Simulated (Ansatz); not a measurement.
`c1ccc(CCOc2ccccc2)cc1` was relaxed with r2SCAN-D4 (def2-SVP) in Ansatz in these states: charge +1 doublet, neutral singlet. The geometries follow in no particular order.

A:

Cartesian coordinates in Å:
```
C 0.021 -3.855 3.034
C -1.026 -3.798 2.093
C -0.885 -3.032 0.941
C 0.306 -2.317 0.702
C 0.454 -1.474 -0.532
C -0.245 -0.127 -0.340
O 0.008 0.655 -1.519
C -0.095 1.974 -1.528
C 0.378 2.608 -2.717
C 0.297 3.982 -2.835
C -0.248 4.746 -1.782
C -0.720 4.115 -0.608
C -0.651 2.739 -0.467
C 1.347 -2.376 1.658
C 1.208 -3.142 2.812
H -0.094 -4.458 3.939
H -1.945 -4.364 2.266
H -1.694 -3.003 0.203
H 0.015 -1.973 -1.411
H 1.518 -1.286 -0.746
H 0.138 0.404 0.549
H -1.336 -0.259 -0.236
H 0.795 1.976 -3.505
H 0.657 4.477 -3.740
H -0.311 5.834 -1.874
H -1.156 4.719 0.193
H -1.037 2.257 0.433
H 2.277 -1.828 1.475
H 2.022 -3.193 3.539
```

B:

```xyz
29

C    -4.740   -0.160    1.236
C    -3.801    0.058    2.249
C    -2.546    0.588    1.939
C    -2.207    0.910    0.615
C    -0.835    1.432    0.277
C     0.133    0.295   -0.022
O     1.390    0.870   -0.329
C     2.427    0.049   -0.634
C     3.646    0.684   -0.929
C     4.767   -0.076   -1.254
C     4.693   -1.475   -1.291
C     3.481   -2.100   -0.996
C     2.343   -1.352   -0.668
C    -3.156    0.680   -0.394
C    -4.413    0.150   -0.088
H    -5.726   -0.569    1.477
H    -4.052   -0.177    3.288
H    -1.818    0.768    2.738
H    -0.425    2.025    1.111
H    -0.874    2.093   -0.605
H    -0.235   -0.312   -0.872
H     0.218   -0.379    0.854
H     3.682    1.776   -0.896
H     5.710    0.430   -1.482
H     5.575   -2.069   -1.546
H     3.408   -3.192   -1.021
H     1.407   -1.866   -0.442
H    -2.909    0.932   -1.431
H    -5.144   -0.013   -0.886
```

Task: Judge from the bond lengths which geometry belongs to which state (an estimate).

Result: A is the charge +1 doublet (O7–C8 1.323 Å, C6–O7 1.437 Å, C8–C9 1.428 Å); B is the neutral singlet (O7–C8 1.357 Å, C6–O7 1.415 Å, C8–C9 1.406 Å).
